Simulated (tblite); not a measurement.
Species: C6H4ClFO2.
Atom-mapped SMILES: `[CH3:1][C@@H:2]1[C:3](=[O:4])[C:5]([F:6])=[C:7]([Cl:8])[C:9]1=[O:10]` (hydrogens: H11, H12, H13 on C1; H14 on C2)

The geometry is computed with GFN2-xTB (gas phase).

Question: Give the optimised bond lengths and angles.

Answer: 
```
                  bond  length (bohr)
                 C1–C2          2.897
                 C2–C3          2.876
                 C3=O4          2.267
                 C3–C5          2.804
                 C5–F6          2.505
                 C5=C7          2.550
                C7–Cl8          3.202
                 C7–C9          2.820
                C9=O10          2.263
                 C2–C9          2.874
C1–H11, C1–H12, C1–H13          2.054
                C2–H14          2.068
```

Bonds in one row agree within 0.02 bohr and their mean is given. A selection of angles:
```
    angle  degrees
 C1–C2–C3    111.4
 C1–C2–C9    111.4
 C3–C2–C9    105.1
 C2–C3–O4    127.1
 C2–C3–C5    105.9
 O4–C3–C5    126.9
 C3–C5–F6    121.6
 C3–C5–C7    112.2
 F6–C5–C7    126.2
C5–C7–Cl8    128.3
 C5–C7–C9    109.8
Cl8–C7–C9    121.9
C7–C9–O10    126.2
 C2–C9–C7    106.9
C2–C9–O10    126.9
```

Torsions: C1–C2–C3–O4 60° (synclinal); C2–C3–C5–F6 179° (antiperiplanar); C3–C5–C7–Cl8 180° (antiperiplanar); C5–C7–C9–O10 -179° (antiperiplanar); C1–C2–C9–C7 119° (anticlinal).

The 6 C–C bonds span 1.349 Å (C5=C7, drawn double) to 1.533 Å (C1–C2, drawn single), a spread of 0.184 Å. The 5-membered ring C2–C3–C5–C7–C9 has internal angles of 105.1° to 112.2°; it is planar, 0.01 Å rms from its mean plane, widest ring torsion 2°.

Point group: C1 (no symmetry element, even within 0.4 Å). Its GFN2-xTB frequencies are all real (lowest 29 cm⁻¹).

Time: 0.45 s. Hardware: Arm Neoverse V1, one thread, shared host with 32 logical CPUs at a one-minute load of 14. This is the geometry optimisation.
